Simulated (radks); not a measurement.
Pd25+, 21 electrons, occupied as [Ar] 3d3.

Method: scalar-relativistic Kohn-Sham, r2SCAN, spin-polarised, spherical densities, finite nucleus; open shells are filled with parallel spins first (spin-orbit coupling, left out, can overturn this in heavy ions); meta-GGA in the generalised Kohn-Sham scheme; Fermi nuclear charge, rms radius 4.5318 fm; computed with a radial shooting solver on a logarithmic mesh with Libxc functionals.

Energy parts (hartree):
total: -4658.80057
kinetic: 4847.12062
electron-nucleus: -10404.88990
Hartree: 1008.01974
exchange-correlation: -109.05102

Orbitals (lengths in bohr, moments of r in powers of bohr; r(90%) holds 90 % of the orbital's charge):
orbital	occ.	eigenvalue (hartree)	<r^2>	r(90%)
1s up	1	-928.8698	0.001372	0.0572
1s down	1	-928.8695	0.001372	0.0572
2s up	1	-168.9667	0.02226	0.212
2s down	1	-168.5422	0.02218	0.212
2p up	3	-155.5576	0.01752	0.195
2p down	3	-155.2426	0.01744	0.194
3s up	1	-56.86503	0.1408	0.512
3s down	1	-56.40765	0.1419	0.514
3p up	3	-52.45146	0.1372	0.512
3p down	3	-51.96366	0.1384	0.515
3d up	3	-46.18849	0.1127	0.479
3d down	0	-45.57322	0.1141	0.483

The highest occupied level is 3d up at -1256.9 eV. Summed over all electrons, <r^2> = 1.599 bohr^2, which gives a Langevin (diamagnetic) susceptibility term of -1.27 x 10^-6 cm^3/mol. The spin density at the nucleus is -4.67 e/bohr^3 (1s -0.21, 2s -27.27, 3s 22.81).
